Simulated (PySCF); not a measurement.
Spinor energies of La²⁺ (lanthanum, charge +2)

Start: [Xe] 5d1; 5d5/2 filled at m_j = +5/2. Calculated with PySCF 2.14 in x2c-TZVPall-2c with one added diffuse shell each of s, p, d type (12s12p11d2f, 117 functions): generalised Hartree-Fock with the X2C-1e Hamiltonian and a Gaussian nucleus; spin-orbit coupling (SO) screened by Boettger's factors. This is a chosen level, not necessarily the ground level.

```
spinor shell  electrons  ε, screened SO (eV)  weight of nominal j (screened SO)  rms radius, screened SO (bohr)
       1s1/2          2             -39129.0                              1.000                          0.0286
       2s1/2          2              -6347.5                              1.000                           0.116
       2p1/2          2              -5973.6                              1.000                           0.100
       2p3/2          4              -5557.0                              1.000                           0.106
       3s1/2          2              -1413.6                              1.000                           0.303
       3p1/2          2              -1254.7                              1.000                           0.295
       3p3/2          4              -1171.3                              1.000                           0.308
       3d3/2          4              -895.68                              1.000                           0.279
       3d5/2          6              -878.08                              1.000                           0.283
       4s1/2          2              -315.07                              1.000                           0.694
       4p1/2          2              -254.10                              1.000                           0.719
       4p3/2          4              -236.25                              1.000                           0.746
       4d3/2          4              -133.94                              0.999                           0.820
       4d5/2          6              -130.86                              1.000                           0.830
       5s1/2          2              -61.659                              1.000                            1.67
       5p1/2          2              -42.524                              0.984                            1.85
       5p3/2          4              -40.124                              0.992                            1.93
       5d5/2          1              -18.297                              1.000                            2.86
```

| quantity | screened SO |
| --- | --- |
| E (hartree) | -8490.57576 |
| M_J | 5/2 |
| ⟨J²⟩ | 8.761 |
| ⟨L²⟩ | 6.047 |
| ⟨S²⟩ | 0.791 |

Each row is a mean over spinors that exchange with the open shell spreads, by up to 2.412 eV (5p3/2).

Breit and QED terms are absent; they matter most for the inner s and p1/2 levels.

Densities and radii are taken from the X2C orbitals without a picture-change correction, which distorts them close to the nucleus.
